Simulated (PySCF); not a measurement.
**Al3H6SN3**

Al3H6SN3 is a molecule, neutral, singlet. The structure, one conformer, was relaxed in the gas phase by PBE0-D3(BJ)/def2-SVP. No frequency run checks that it is a minimum.

SMILES: [SH][Al]1[NH][AlH][NH][AlH][NH]1

Coordinates in Å:
```
N1     -1.325    0.728    0.101
Al2    -0.127    1.883   -0.571
N3      1.527    1.221   -0.778
Al4     2.043   -0.445   -0.359
N5      0.744   -1.488    0.303
Al6    -0.946   -0.962    0.547
S7     -2.430   -2.365    1.349
H8     -2.272    1.073    0.234
H9     -0.506    3.374   -0.951
H10     2.235    1.846   -1.159
H11     3.528   -0.961   -0.554
H12     0.986   -2.445    0.551
H13    -3.446   -1.476    1.293
```

Shieldings: GIAO PBE0/pcSseg-1. Shifts are against computed references at the same level: H TMS (σ 31.27 ppm). Core levels by delta-SCF with SCAN, pcX-2 on the ionised atom and pcseg-1 elsewhere, spin-free X2C (2p3/2 is the spin-free 2p value less a third of a first-order spin-orbit splitting); from the vacuum level, for chosen atoms.

**Question.** Give the NMR and core-level values of the distinct atoms.

**Answer.** 
| atoms | bonded to | σ (ppm) | δ (ppm) | core level (eV) |
| --- | --- | --- | --- | --- |
| N1 | 2 Al + 1 H | 214.7 | - | 1s 403.36 |
| Al2 | 2 N + 1 H | 386.7 | - | 2p3/2 79.75 |
| N3 | 2 Al + 1 H | 204.4 | - | - |
| Al4 | 2 N + 1 H | 386.5 | - | - |
| N5 | 2 Al + 1 H | 215.4 | - | 1s 403.28 |
| Al6 | 2 N + 1 S | 387.0 | - | 2p3/2 79.90 |
| S7 | 1 Al + 1 H | 775.1 | - | 2p3/2 168.84 |
| H8 | 1 N | 30.41 | 0.85 | - |
| H9 | 1 Al | 26.78 | 4.49 | - |
| H10 | 1 N | 29.74 | 1.53 | - |
| H11 | 1 Al | 26.75 | 4.51 | - |
| H12 | 1 N | 30.02 | 1.24 | - |
| H13 | 1 S | 31.32 | -0.06 | - |

Values are those of this one static structure; atoms that internal rotation interchanges would show their mean in an NMR spectrum.

**Question.** By CAM-B3LYP/def2-SVPD (TDDFT singlets, Tamm-Dancoff triplets, ionisation by delta-SCF), where does absorption start, and what does vertical ionisation take?

**Answer.** The lowest singlet lies at 5.64 eV (f 0.009), the strongest of the first 6 at 6.71 eV (f 0.179), the lowest triplet at 5.39 eV; vertical ionisation takes 9.28 eV.
